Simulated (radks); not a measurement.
Spherical quantum dot in the effective-mass picture: electrons in a well V = -V0 / (1 + exp((r - R)/a)) with V0 = 2.1, R = 10.2, a = 0.95, all in effective atomic units (hartree* = m*/eps^2 hartree, bohr* = eps/m* bohr), one dielectric constant everywhere. Method: non-relativistic Kohn-Sham, PBEsol, spin-polarised, spherical densities; computed with a radial shooting solver with Libxc functionals. Levels are named by radial order and angular momentum (1s, 1p, 1d, 2s, ...), and open shells are averaged over m. Results are scaled to m* = 0.294 and eps = 14.7, for which hartree* = 37.02 meV and bohr* = 2.646 nm. Each electron was tried in the lowest free levels, single moves between levels near the top were tried too, and the lowest total energy was kept; such a search can miss a lower state. The series stops at N = 12: beyond it a trial failed or the search could not be trusted, so later rows were left out. At N = 1 the Hartree and exchange-correlation terms need not cancel, so that row can carry a self-interaction error.

N,open shells,2S,mu = E(N) - E(N-1) (meV),addition energy mu(N+1) - mu(N) (meV),e(HOMO) (meV)
1,"1s(up 1, down 0)",1,-75.084,6.233,-72.468
2,none,0,-68.851,6.752,-66.390
3,"1p(up 1, down 0)",1,-62.099,4.788,-59.722
4,"1p(up 2, down 0)",2,-57.312,4.816,-54.900
5,"1p(up 3, down 0)",3,-52.496,5.784,-50.099
6,"1p(up 3, down 1)",2,-46.711,4.499,-44.478
7,"1p(up 3, down 2)",1,-42.212,4.545,-39.941
8,none,0,-37.667,6.456,-35.395
9,"1d(up 1, down 0)",1,-31.211,4.394,-29.013
10,"1d(up 2, down 0)",2,-26.817,4.384,-24.622
11,"1d(up 3, down 0)",3,-22.433,4.366,-20.246
12,"1d(up 4, down 0)",4,-18.066,-,-15.890

All shells are closed at N = 2, 8 (there: 1s2 1p6); the second difference of the energy has clear peaks (12 % above both neighbours; the first and last values, which can be the largest, are not judged, and half-filled shells can peak too) at N = 5, 8.
